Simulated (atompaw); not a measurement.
# Before and after: PAW (atompaw) potential for zirconium

- Element: Zr (Z = 40)
- Generator: atompaw 4.2.0.5
- Type: PAW
- Functional: LDA (PW92)
- Relativity: scalar-relativistic
- Frozen core: [Ar] 3d10
- Valence charge: 12
- Reference configuration: 4s2 4p6 4d2 5s2 5p0
- Partial waves: 4s (bound): rc 1.55 bohr; 5s (bound): rc 2.05 bohr; 4p (bound): rc 2.05 bohr; 5p (bound, empty): rc 2.05 bohr; 4d (bound): rc 2.05 bohr; 4d channel at 4.6 Ry: rc 2.00 bohr
- Local potential: bessel scheme, radius 2.00 bohr
- Core correction: smooth core density matched at 1.55 bohr
- Augmentation charge: besselshape compensation charge, radius 1.85 bohr; PAW radius 2.05 bohr; waves and projectors: custom polynom vanderbiltortho

All-electron outer shells of the reference configuration (LDA (PW92), scalar-relativistic, ld1.x):

| shell | level (eV) | outermost node (bohr) | outermost maximum (bohr) |
| --- | --- | --- | --- |
| 3p | -317.23 | 0.18 | 0.40 |
| 3d | -174.94 | – | 0.35 |
| 4s | -54.52 | 0.55 | 1.08 |
| 4p | -32.51 | 0.56 | 1.17 |
| 5s | -4.59 | 1.47 | 3.11 |
| 4d | -3.73 | 0.58 | 1.61 |
| 5p | -1.55 | 1.70 | 4.15 |

Change: all radii scaled by about 1.20 (s 1.86, p 2.46, d 2.46 bohr); local potential bessel scheme, radius 2.40 bohr; augmentation besselshape compensation charge, radius 2.22 bohr; PAW radius 2.46 bohr; waves and projectors: custom polynom vanderbiltortho; core correction smooth core density matched at 1.86 bohr.

Cutoffs: the cutoffs (Ry, on a coarse ladder) from which the occupation-weighted sum of valence levels, in a spherical-Bessel basis at the reference potential, stays within 10 and 1 mRy of its value at 400 Ry; they do not see the model core or the augmentation charge, which bear on the density cutoff.

Problem. What does the change do?

Solution. The potential gets softer (25 Ry and 35 Ry → 18 Ry and 30 Ry); neither file shows a bound ghost. A larger radius leaves more room for a smooth pseudo-wave, so fewer plane waves are needed.

```tsv
quantity	base	changed
cutoff, loose	25 Ry	18 Ry
cutoff, tight	35 Ry	30 Ry
loose cutoff by channel (10 mRy a level)	s 12 Ry, p 15 Ry, d 18 Ry	s 12 Ry, p 12 Ry, d 12 Ry
bound ghosts	none	none
lowest overlap eigenvalue by channel	s 0.55, p 0.92, d 0.91	s 0.60, p 0.89, d 0.87
```

 The cutoffs see the waves, projectors and local potential, not the compensation charge or the core.
